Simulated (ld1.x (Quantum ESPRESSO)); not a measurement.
## Configuration tests for krypton (Kr) (TM)

```
Element                 : krypton
Generator               : ld1.x (Quantum ESPRESSO) 7.5
Type                    : norm-conserving Troullier–Martins (Kleinman–Bylander form)
Functional              : PBEsol
Relativity              : scalar-relativistic
Frozen core             : [Ne] 3s2
Valence charge          : 24
Reference configuration : 3p6 3d10 4s2 4p6
Partial waves           : 4s (bound): rc 1.40 bohr; 3p (bound): rc 0.65 bohr; 3d (bound): rc 0.50 bohr
Local potential         : all-electron potential smoothed inside 1.40 bohr (lloc = -2)
Core correction         : none
```

Occupied shells without a wave of their own: 4p. They enter only through the test configuration that unscreens the potential.

Energies are relative to the spin-unpolarised reference configuration 3p6 3d10 4s2 4p6; without spin polarisation the order of configurations can differ from experiment.

```json
{"valence configuration": "3p6 3d10 4s2 4p5", "charge": "+1", "ΔE all-electron (eV)": "14.283", "error AE − PS (meV)": "+3843"}
{"valence configuration": "3p6 3d10 4s2 4p4", "charge": "+2", "ΔE all-electron (eV)": "39.460", "error AE − PS (meV)": "+9257"}
{"valence configuration": "3p6 3d10 4s2 4p3", "charge": "+3", "ΔE all-electron (eV)": "76.550", "error AE − PS (meV)": "+16243"}
{"valence configuration": "3p6 3d10 4s2 4p5.5", "charge": "+0.5", "ΔE all-electron (eV)": "5.853", "error AE − PS (meV)": "+1723"}
{"valence configuration": "3p5 3d10 4s2 4p6", "charge": "+1", "ΔE all-electron (eV)": "207.505", "error AE − PS (meV)": "-610"}
{"valence configuration": "3p6 3d9 4s2 4p6", "charge": "+1", "ΔE all-electron (eV)": "93.866", "error AE − PS (meV)": "-639"}
```

Question: What are ΔE and the potential's error for 3p6 3d10 4s1 4p6?

Answer: ΔE = 28.793 eV all-electron; the error (AE − PS) is +466 meV.

These tests converged, but a pseudo level misses the all-electron one widely, so the file describes the atom poorly there or has found another state: 3p6 3d10 4s2 4p5: 4p by 4.6 eV; 3p6 3d10 4s2 4p4: 4p by 6.2 eV; 3p6 3d10 4s2 4p3: 4p by 7.8 eV; 3p6 3d10 4s2 4p5.5: 4p by 3.8 eV; 3p5 3d10 4s2 4p6: 4p by 5.0 eV (a node warning on the way); 3p6 3d9 4s2 4p6: 4p by 5.0 eV (a node warning on the way); 3p6 3d10 4s1 4p6: 4p by 4.4 eV. ld1.x printed “convergence not achieved” for 7 of the counted tests; their residual had stalled under 1e-8, short of the target of 1e-14. The 4p level has no wave, so the channel is fitted at the deeper level alone: the likely source of the large errors.

A Bessel basis up to 400 Ry misses an occupied level by 0.40 Ry, so cutoffs and ghosts were not judged. The potential misses its own reference levels by up to 3.0 eV, so it is not fit for use.
